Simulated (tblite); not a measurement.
Species: C₅H₅F₂Se (doublet state).
Numbering: `[F:1][CH:2]([F:3])[C:4]1[CH2:5][CH:6]=[CH:7][Se:8]1` (hydrogens: H9 on C2; H10, H11 on C5; H12 on C6; H13 on C7)
Bond orders are those of one Lewis drawing.

Computed with GFN2-xTB (tblite), gas phase: L-BFGS steps from a force-field or distance-geometry start until the largest atomic force falls under 0.01 eV/Å.

Geometry at step 23:
```
atom  x, y, z in Å
F1      1.8445   -1.4579   -0.4461
C2      1.8640   -0.4346    0.4974
F3      2.7217    0.4818   -0.0163
C4      0.4864    0.0823    0.7030
C5     -0.1346    0.8563   -0.4304
C6     -1.5476    0.4260   -0.6173
C7     -1.9971   -0.5113    0.2100
Se8    -0.7044   -1.1611    1.4293
H9      2.3300   -0.8701    1.3946
H10    -0.1609    1.9405   -0.2187
H11     0.4739    0.7483   -1.3413
H12    -2.2078    0.8684   -1.3580
H13    -2.9723   -0.9680    0.1760
```

**Question.** Give the atomic forces at this geometry.

**Answer.** 
```
atom  Fx (eV/Å)  Fy (eV/Å)  Fz (eV/Å)
  F1      0.145      0.096      0.029
  C2      0.105     -0.191     -0.129
  F3     -0.217      0.019      0.100
  C4      0.107      0.152     -0.245
  C5     -0.078      0.369     -0.179
  C6     -0.124     -0.104     -0.042
  C7     -0.027     -0.254      0.027
 Se8     -0.224     -0.065      0.062
  H9     -0.070      0.052      0.042
 H10      0.221     -0.144      0.054
 H11     -0.189     -0.024      0.050
 H12      0.368      0.029      0.091
 H13     -0.017      0.065      0.139
```

The largest, 0.42 eV/Å, acts on C5; the rms over all components is 0.149 eV/Å. The forces sum to zero within rounding, as they must for an isolated molecule in no field.

**Question.** Give the force on C5 in Eh/bohr and in nN.

**Answer.** 0.417 eV/Å ÷ 51.422 = 0.00812 Eh/bohr, and 0.417 eV/Å × 1.602 = 0.67 nN.

**Question.** How far is this geometry from the end of the optimisation?

**Answer.** 0.144 eV above it, and 0.439 Å rms away after alignment. The bonds farthest from their final lengths, with half the difference of the two atoms' forces along the bond (positive lengthens):

```
  bond  now (Å)  final (Å)  force along bond (eV/Å)
 C2–C4    1.486      1.468                    +0.05
 F1–C2    1.392      1.378                    -0.16
C4–Se8    1.869      1.856                    +0.24
 C2–F3    1.356      1.369                    -0.07
 C4–C5    1.506      1.496                    +0.07
C6–H12    1.086      1.078                    -0.17
```

The angle farthest from its final value is C2–C4–Se8, 114.4° against 122.7°.

Of the 5 listed bonds off by 0.010 Å or more, this force points towards the final length in 1.

The cost below is that of the whole relaxation. The run took 0.37 s of wall time on Arm Neoverse V2, one thread, shared host with 32 logical CPUs at a one-minute load of 19.
